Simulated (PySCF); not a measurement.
Structure from NMR data

An unknown has the formula C3H5F3OSi. Its calculated NMR data are:

¹H NMR (500 MHz, computed): δ 5.22 (m, 2H), 3.92 (s, 3H).

¹³C{¹H} NMR (computed): δ 175.7 (C), 133.9 (C), 53.8 (CH3).

[PySCF: PBE0/pcSseg-1 with gauge-including orbitals; GFN2-xTB geometry; isolated molecule; relativity neglected; one averaged value for each set of equivalent atoms; a single conformation]

Scale: ¹H (31.72 ppm) and ¹³C (186.93 ppm) vs TMS (reference shieldings calculated alike).

What is the structure?

## Answers


- The formula gives 1 degree of unsaturation (no ring in the answer).
- 3 carbon signals for 3 carbons: no two carbons are equivalent.
- Carbon types of the structure: 2 × C, 1 × CH3, leaving 2 H on heteroatoms.
- δC 175.7, 133.9: fully substituted alkene carbon.
- δC 53.8: methyl carbon bonded to O; pulled downfield by the heteroatom.
- δH 5.22: hydrogen on a silicon bonded to C, O.
- δH 3.92: hydrogen on a methyl carbon bonded to O; its carbon carries O, an electronegative neighbour.

These data were computed for `CO[SiH2]C(F)=C(F)F`.

The shifts were computed for this structure.

Splittings by ¹⁹F in the carbon and heteronuclear signals aren't shown, as no couplings were computed. Shifts are as computed. Against solution values, carbons near 30 ppm lie about +3 ppm off and those near 130 ppm about +5 ppm. Of 1309 compounds with measured shifts, 239 miss one by over three times the rms of a fit or turn the order of signals round; such compounds aren't used in these exercises. No couplings were computed; multiplicities are counted from neighbouring protons, with m where these are inequivalent, close in shift, in a saturated or five-membered ring or joined by F or P, and br s for small geminal =CH2 splittings.
